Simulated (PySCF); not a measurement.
Compound: C2H3F2GeN.
Bonds: C1–C2 (triple), C2–Ge3, Ge3–N4, Ge3–F5, Ge3–F6. Hydrogens: H7 on C1; H8, H9 on N4.

Computed, not measured: PBE0-D3(BJ)/def2-SVP geometry optimisation, gas phase in PySCF.

Some entries are withheld. Bonds in one row agree within 0.01 Å.

| coordinate | value |
| --- | --- |
| C1≡C2 | ? |
| C2–Ge3 | ? |
| Ge3–N4 | 1.786 Å |
| Ge3–F5, Ge3–F6 | ? |
| C1–H7 | 1.076 Å |
| N4–H8, N4–H9 | 1.015 Å |
| C1–C2–Ge3 | 179.1° |
| C2–Ge3–N4 | ? |
| C2–Ge3–F5 | 111.0° |
| C2–Ge3–F6 | 108.9° |
| N4–Ge3–F5 | ? |
| N4–Ge3–F6 | ? |
| F5–Ge3–F6 | ? |

Estimate the withheld lengths and angles.

- C1≡C2 = 1.214 Å, drawn triple (terminal alkyne carbon to alkyne carbon); 0.17 Å below the sum of covalent radii, 1.38 Å.
- C2–Ge3 = 1.877 Å, drawn single (ends: alkyne carbon; germanium bonded to C, 2 F and N); 0.01 Å below the sum of covalent radii, 1.89 Å.
- Ge3–F5, Ge3–F6 = 1.726 Å, drawn single (ends: germanium bonded to C, 2 F and N; fluorine bonded to Ge); 0.04 Å below the sum of covalent radii, 1.77 Å.
- C2–Ge3–N4 = 112.2°, at the germanium bonded to C, 2 F and N; the outer atoms are 3.040 Å apart.
- N4–Ge3–F5 = 108.6°, at the germanium bonded to C, 2 F and N; the outer atoms are 2.849 Å apart.
- N4–Ge3–F6 = 113.6°, at the germanium bonded to C, 2 F and N; the outer atoms are 2.942 Å apart.
- F5–Ge3–F6 = 102.2°, at the germanium bonded to C, 2 F and N; the outer atoms are 2.686 Å apart.

Radii are Cordero's, carbon taken as 0.76, 0.73 or 0.69 Å for four, three, and two or fewer neighbours.

Whether it is a minimum is left open (no frequencies). The numbers are those of one conformer (C2–Ge3–N4–H -39° and -174°).

Time: 2.1 min wall; peak memory 0.48 GiB. Hardware: Arm Neoverse N1, one thread, no GPU, shared host. That covers the optimisation of the geometry.
